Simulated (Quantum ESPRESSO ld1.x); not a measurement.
Values are calculated unless marked as measured or tabulated.
Orbital energies (hartree) of the manganese ion Mn2+, [Ar] 3d5: non-relativistic, with first-order perturbation theory as ld1.x prints it (mass-velocity, Darwin and spin-orbit terms), and from the self-consistent Dirac equation with open shells shared by 2j + 1. Spin-unpolarised spherical Kohn-Sham, LDA (Slater exchange, Perdew-Zunger correlation), point nucleus, ld1.x of Quantum ESPRESSO 7.5.

orbital  non-rel.  first order     Dirac
1s1/2    -234.360     -236.816  -236.352
2s1/2    -27.5132     -28.0279  -27.9179
2p1/2    -23.7144     -24.1759  -24.0435
2p3/2    -23.7144     -23.8004  -23.6610
3s1/2     -3.7310      -3.8136   -3.7958
3p1/2     -2.6460      -2.7092   -2.6916
3p3/2     -2.6460      -2.6633   -2.6446
3d3/2     -0.9104      -0.9169   -0.9075
3d5/2     -0.9104      -0.9123   -0.9029

First order keeps the non-relativistic potential frozen, so it lacks the indirect effect: the contracted s and p shells screen the nucleus better and push d and f levels up in the self-consistent Dirac solution.
